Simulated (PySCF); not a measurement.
Sn(SH)4 (H₄S₄Sn), SMILES [SH][Sn]([SH])([SH])[SH]. Coordinates come from a B3LYP-D3(BJ)/def2-SVP optimisation. The structure was generated by enumeration; whether it is a known compound was not checked. The def2 effective core potentials stand for the cores of Sn; spin–orbit coupling is left out. One conformer was computed; it need not be the lowest.

Computed equilibrium geometry at B3LYP-D3(BJ)/def2-SVP (PySCF confirms it by a frequency run) as a Z-matrix (one conformer of several):
```
Sn
S 1 2.4292
H 2 1.3546 1 92.25
S 1 2.4343 2 104.60 3 155.38
H 4 1.3542 1 91.89 2 144.24
S 1 2.4363 2 111.83 3 -83.62
H 6 1.3549 1 91.63 2 149.04
S 1 2.4416 2 112.19 3 34.46
H 8 1.3543 1 91.91 2 91.68
```
